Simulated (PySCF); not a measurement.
Geometries of 2 isomers of C3H8O2Si2, from PySCF, PBE0-D3(BJ)/def2-SVP geometry optimisation, gas phase. One conformer each, no zero-point energy, no frequencies.

Task: Which is lower in electronic energy at this level?
A.
```xyz
15
angstrom
O      1.776   -0.079    1.414
C      1.812    0.452    0.330
O      2.924    1.013   -0.159
Si     0.241    0.513   -0.778
C     -1.192    1.019    0.355
Si    -1.559   -0.843    0.570
C     -0.409   -1.265   -0.897
H      3.618    0.889    0.514
H      0.478    1.280   -2.037
H     -2.000    1.530   -0.193
H     -0.944    1.606    1.251
H     -2.993   -1.217    0.355
H     -1.095   -1.400    1.871
H      0.313   -2.085   -0.781
H     -0.986   -1.430   -1.823
```
B.
```xyz
15
angstrom
O     -2.365    0.631    0.228
C     -2.218   -0.464   -0.241
O     -1.049   -1.016   -0.546
C      0.129   -0.298   -0.329
Si     0.098    1.498    0.312
C      1.255   -0.972   -0.614
Si     3.034   -0.389   -0.469
H     -3.040   -1.166   -0.480
H     -0.577    2.444   -0.617
H      1.558    1.839    0.302
H     -0.373    1.623    1.718
H      1.108   -1.998   -0.979
H      3.891   -1.548   -0.863
H      3.331    0.751   -1.387
H      3.387    0.005    0.928
```

Result: A. That is `O=C(O)[SiH]1C[SiH2]C1`, 38.8 kcal/mol below the other.

| SMILES | atoms numbered as above | E (Eh) | relative (kcal/mol) | relative (kJ/mol) | dipole (D) |
| --- | --- | --- | --- | --- | --- |
| O=C(O)[SiH]1C[SiH2]C1 | [O:1]=[C:2]([OH:3])[SiH:4]1[CH2:5][SiH2:6][CH2:7]1 | -847.67505 | 0.0 | 0.0 | 1.25 |
| O=CO/C([SiH3])=C/[SiH3] | [O:1]=[CH:2][O:3]/[C:4]([SiH3:5])=[CH:6]/[SiH3:7] | -847.61328 | 38.8 | 162.2 | 1.78 |

As drawn, the lower has a four-membered ring and an O–H bond, which the higher lacks; the higher has a C=C bond outside aromatic rings, which the lower lacks.
